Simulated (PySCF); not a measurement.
silanone (H₂OSi), SMILES O=[SiH2].

Coordinates come from a PBE-D3(BJ)/def2-TZVP optimisation.

These are PBE-D3(BJ)/def2-TZVP run with PySCF values and carry that method's errors.

Frequencies are harmonic and unscaled.

Computed normal modes with their intensities:
```tsv
mode	ν (cm⁻¹)	IR (km/mol)	moving atoms (share of kinetic energy)
1	653	51.3	H 79 %, Si 12 %, O 9 %
2	657	42.1	H 83 %, Si 14 %
3	968	41.1	H 95 %
4	1179	59.9	O 60 %, Si 36 %
5	2139	42.5	H 97 %
6	2159	130.8	H 95 %
```
